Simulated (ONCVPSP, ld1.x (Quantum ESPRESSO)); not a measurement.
**Pseudopotentials across the periodic table**

Generated with ld1.x 7.5 (TM, RRKJ, ultrasoft, PAW), atompaw 4.2 or ONCVPSP 4.0.1. The cutoff is in Ry: for ld1.x and atompaw files where the sum of valence levels is converged to 10 mRy in a Bessel basis, for ONCV files where the hardest occupied wave has 1 mHa per electron of residual kinetic energy. The error is the largest all-electron minus pseudo excitation energy over each file’s own four to seven test configurations (ionisations up to +4, promotions, holes and added fractions of an electron), all of which were solved. The labels leave out finer settings (local radius, basis sizes, second energies), which also bear on the numbers. Spin-polarised tests are not counted. The rows are a selection from randomly drawn settings: files with unsolved tests, undetermined cutoffs or missed reference levels are left out.

| element | potential | cutoff (Ry) | largest error (meV) | bound ghosts |
| --- | --- | --- | --- | --- |
| He | ultrasoft, PBE, scalar-relativistic, rc 0.80/0.70 (sp), local smoothed, core correction no, reference 1s2 | 55 | +9.3 | none |
| N | ONCV, LDA (Perdew-Wang 92), scalar-relativistic, rc 0.95/2.15/2.20 (spd), local s, core correction yes, reference 2s2 2p2, qcut 8.2/7.8/4.5, projectors 0/2/2 | 57 | +1728 | none |
| Mg | ONCV, PBE, scalar-relativistic, rc 1.25/0.75/1.15 (spd), local smoothed, core correction yes, reference 2s2 2p6 3s1.75, qcut 11.3/18.3/8.4, projectors 2/3/2 | 248 | -0.9 | none |
| Mo | ONCV, revPBE, fully relativistic, rc 1.70/1.75/2.00 (spd), local smoothed, core correction no, reference 4s2 4p6 4d5 5s1, qcut 6.8/6.1/6.3, projectors 2/3/2 | 33 | -155 | none |
| Ru | ONCV, PBE, fully relativistic, rc 1.40/1.20/2.20 (spd), local smoothed, core correction yes, reference 4s2 4p6 4d7 5s1, qcut 9.7/7.3/8.7, projectors 2/2/3 | 109 | +18 | none |
| W | ONCV, PBE, scalar-relativistic, rc 1.45/1.55/2.25/1.15 (spdf), local smoothed, core correction no, reference 4f14 5s2 5p6 5d4 6s2, qcut 6.8/7.1/6/13.7, projectors 2/3/2/1 | 179 | -14 | none |
| Tl | TM, PBE, scalar-relativistic, rc 2.20/3.15 (sp), local s, core correction yes, reference 6s1.75 6p1.25 | 18 | -335 | none |

(1) Fill in the row for Se: ONCV, LDA (Perdew-Wang 92), scalar-relativistic, rc 0.90/0.85/1.05 (spd), local smoothed, core correction yes, reference 3s2 3p6 3d10 4s2 4p4, qcut 11.4/19.5/15.5, projectors 2/3/2.

Answers

(1) cutoff 190 Ry, largest error -4.3 meV, bound ghosts: none.
